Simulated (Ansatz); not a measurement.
Consider the substitution at a C–C bond: `CC1(C)CCCCC1` + `O[SiH2]S` → `CO[SiH2]S` + `CC1CCCCC1`.

Computed with Ansatz on PBE0-D4/def2-TZVP structures; ΔE is electronic, products minus reactants. CBS: MP2 limit from def2 TZ/QZ plus the TZ coupled-cluster correction, frozen cores. This one scheme is used for every species. Each species was taken in one conformer, which may not be the lowest.

`CC1(C)CCCCC1`:

```xyz
24

C    -0.761   -1.469    0.874
C    -0.088   -0.788   -0.316
C     0.083   -1.816   -1.427
C     1.291   -0.244    0.081
C     1.230    0.933    1.044
C     0.368    2.056    0.485
C    -1.023    1.553    0.124
C    -0.949    0.372   -0.833
H    -1.738   -1.868    0.586
H    -0.917   -0.791    1.714
H    -0.153   -2.304    1.233
H     0.563   -1.370   -2.303
H    -0.885   -2.218   -1.743
H     0.702   -2.655   -1.095
H     1.891   -1.056    0.507
H     1.808    0.076   -0.833
H     2.243    1.297    1.245
H     0.826    0.609    2.009
H     0.847    2.461   -0.415
H     0.303    2.881    1.201
H    -1.611    2.358   -0.328
H    -1.554    1.264    1.037
H    -0.522    0.717   -1.784
H    -1.954    0.002   -1.063
```

`O[SiH2]S`:

Cartesian coordinates in Å:
```
O 1.324 0.102 0.704
Si 0.181 -0.318 -0.398
S -1.657 0.737 -0.158
H 1.509 1.037 0.810
H 0.578 0.017 -1.788
H 0.003 -1.773 -0.211
H -1.936 0.198 1.041
```

`CO[SiH2]S`:

Cartesian coordinates in Å:
```
C 1.670 0.005 0.164
O 0.358 0.372 0.531
Si -0.935 0.121 -0.444
S -2.724 0.537 0.613
H 2.311 0.114 1.040
H 1.718 -1.037 -0.174
H 2.056 0.650 -0.632
H -0.901 -1.287 -0.924
H -0.945 1.051 -1.602
H -2.608 -0.525 1.429
```

`CC1CCCCC1`:

Z-matrix (Å, degrees):
```
C
C 1 1.518
H 1 1.093 2 111.4
H 1 1.093 2 111.4 3 -120.6
H 1 1.095 2 110.7 3 119.7
C 2 1.525 1 111.6 3 -57.9
C 2 1.525 1 111.5 3 178.4
H 2 1.100 1 108.3 3 60.3
C 6 1.522 2 112.2 1 -179.1
H 6 1.095 2 109.8 1 57.7
H 6 1.099 2 108.6 1 -58.2
C 7 1.522 2 112.2 1 179.1
H 7 1.095 2 109.8 1 -57.7
H 7 1.099 2 108.6 1 58.2
C 9 1.522 6 111.3 2 55.4
H 9 1.094 6 110.2 2 178.2
H 9 1.097 6 109.2 2 -65.2
H 12 1.097 7 109.2 2 65.2
H 12 1.094 7 110.3 2 -178.2
H 15 1.098 9 109.1 6 65.5
H 15 1.094 9 110.4 6 -177.7
```

| level | ΔE (eV) |
| --- | --- |
| MP2/def2-TZVPP | 0.78 |
| HF/CBS(def2) | 0.40 |

Problem. What does CCSD(T)/CBS give? (Estimate.)

Solution. The calculation gave: +0.71 eV. The listed levels differ from it by 0.07, -0.31 eV.

Largest T1 diagnostic among the species: 0.011.

In def2-TZVPP, CCSD(T) changes the Hartree–Fock value by +0.29 eV (the triples alone add +0.04 eV) and MP2 by +0.38 eV. The D4 term adds +0.10 eV with B3LYP and +0.06 eV with PBE0; it sums over pairs of atoms, weighted by their polarisabilities, and B3LYP, whose exchange is more repulsive, gets the larger term.

B3LYP here is the variant with VWN-RPA as its local correlation; programs differ in this.
